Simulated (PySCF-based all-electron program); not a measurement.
Values are calculated unless marked as measured or tabulated.
**ZrH4, singlet: all-electron forces**

Method: all-electron DFT (in-house code on PySCF), basis-limit composite values; Koelling–Harmon scalar relativity or the spin-free Dirac equation, no spin–orbit coupling, spin-restricted. Forces are good to about 0.020 eV/Å. In part, the full relativistic part was added along one bond alone. Atoms are numbered as listed.

Shape A (the spin-free Dirac equation):

```
atom    x (Å)    y (Å)    z (Å)
  Zr   0.0000   0.0000   0.0000
   H   0.0000   0.0000   1.8600
   H   1.7536   0.0000  -0.6200
   H  -0.8768   1.5187  -0.6200
   H  -0.8768  -1.5187  -0.6200
```

PBE forces:

```json
{"atom": "Zr1", "Fx": "0.000", "Fy": "0.000", "Fz (eV/Å)": "0.000"}
{"atom": "H2", "Fx": "0.000", "Fy": "0.000", "Fz (eV/Å)": "-0.090"}
{"atom": "H3", "Fx": "-0.085", "Fy": "0.000", "Fz (eV/Å)": "0.030"}
{"atom": "H4", "Fx": "0.043", "Fy": "-0.074", "Fz (eV/Å)": "0.030"}
{"atom": "H5", "Fx": "0.043", "Fy": "0.074", "Fz (eV/Å)": "0.030"}
```

Shape B (Koelling–Harmon scalar relativity):

| atom | x (Å) | y (Å) | z (Å) |
| --- | --- | --- | --- |
| Zr | 0.0000 | 0.0000 | 0.0000 |
| H | 0.9509 | 0.9509 | 0.9509 |
| H | -1.0566 | -1.0566 | 1.0566 |
| H | -1.0566 | 1.0566 | -1.0566 |
| H | 1.0566 | -1.0566 | -1.0566 |

PBE forces:

| atom | Fx | Fy | Fz (eV/Å) |
| --- | --- | --- | --- |
| Zr1 | -1.574 | -1.574 | -1.574 |
| H2 | 1.703 | 1.703 | 1.703 |
| H3 | -0.149 | -0.149 | 0.170 |
| H4 | -0.149 | 0.170 | -0.149 |
| H5 | 0.170 | -0.149 | -0.149 |

Problem. What forces does LDA give in shape B?

Solution. The forces move by 0.088 eV/Å (r.m.s. over the atoms) from PBE.

```tsv
atom	Fx	Fy	Fz (eV/Å)
Zr1	-1.562	-1.562	-1.562
H2	1.640	1.640	1.640
H3	-0.096	-0.096	0.114
H4	-0.096	0.114	-0.096
H5	0.114	-0.096	-0.096
```

Problem. What forces does PBEsol give in shape B?

Solution. The forces move by 0.044 eV/Å (r.m.s. over the atoms) from PBE.

```csv
atom,Fx,Fy,Fz (eV/Å)
Zr1,-1.563,-1.563,-1.563
H2,1.671,1.671,1.671
H3,-0.125,-0.125,0.142
H4,-0.125,0.142,-0.125
H5,0.142,-0.125,-0.125
```

Problem. What forces does PBE0 give in shape B?

Solution. The forces move by 0.066 eV/Å (r.m.s. over the atoms) from PBE.

| atom | Fx | Fy | Fz (eV/Å) |
| --- | --- | --- | --- |
| Zr1 | -1.609 | -1.609 | -1.609 |
| H2 | 1.684 | 1.684 | 1.684 |
| H3 | -0.103 | -0.103 | 0.132 |
| H4 | -0.103 | 0.132 | -0.103 |
| H5 | 0.132 | -0.103 | -0.103 |
